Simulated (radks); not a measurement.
Values are calculated unless marked as measured or tabulated.
Sr XXXII, 7 electrons, occupied as [He] 2s2 2p2 4f1 (not the ground configuration). Level of theory: non-relativistic Kohn-Sham, PBE, spin-polarised, spherical densities, point nucleus; open shells are filled with parallel spins first (spin-orbit coupling, left out, can overturn this in heavy ions); relativity is left out, which matters for an element this heavy (a radial shooting solver on a logarithmic mesh with Libxc functionals).

Normalised radial functions P(r) = r R(r), r in bohr:

```
   r/bohr * 1s down, o 2p down (the largest magnitude, 4.5, reaches the edge; | marks zero, & curves that meet)
 0.001475 o       *
 0.001663 o        *
  0.00186 o         *
 0.002081 o          *
 0.002346 o           *
 0.002624 o            *
 0.002935 o              *
 0.003283 o               *
 0.003701 o                 *
  0.00414 o                   *
  0.00463 o                     *
 0.005221 o                       *
 0.005839 |o                        *
 0.006531 |o                           *
 0.007364 |o                              *
 0.008237 |o                                *
 0.009213 |o                                   *
  0.01031 | o                                    *
  0.01162 | o                                       *
    0.013 |  o                                         *
  0.01454 |  o                                           *
  0.01639 |   o                                             *
  0.01833 |    o                                              *
   0.0205 |     o                                              *
  0.02312 |      o                                               *
  0.02586 |       o                                              *
  0.02892 |         o                                            *
  0.03235 |          o                                          *
  0.03648 |            o                                      *
   0.0408 |              o                                 *
  0.04563 |                o                            *
  0.05145 |                   o                     *
  0.05755 |                     o              *
  0.06437 |                        o      *
  0.07258 |                          &
  0.08118 |                     *      o
   0.0908 |                *             o
   0.1016 |            *                  o
   0.1145 |        *                      o
   0.1281 |     *                        o
   0.1433 |   *                         o
   0.1615 | *                         o
   0.1807 |*                       o
   0.2021 |*                   o
   0.2278 *                o
   0.2548 *             o
    0.285 *         o
   0.3188 *      o
   0.3595 *   o
   0.4021 *  o
   0.4497 *o
   0.5071 *o
   0.5672 &
   0.6344 &
   0.7153 &
      0.8 &
   0.8948 &
    1.001 &
    1.128 &
    1.262 &
    1.412 &
    1.592 &
     1.78 &
```

1s down: eigenvalue -17841.8 eV, 0 radial nodes, <r> = 0.0400 bohr, 90 % of the charge inside 0.0711 bohr. 2p down (empty): eigenvalue -3819.6 eV, 0 radial nodes, <r> = 0.142 bohr, 90 % of the charge inside 0.229 bohr.
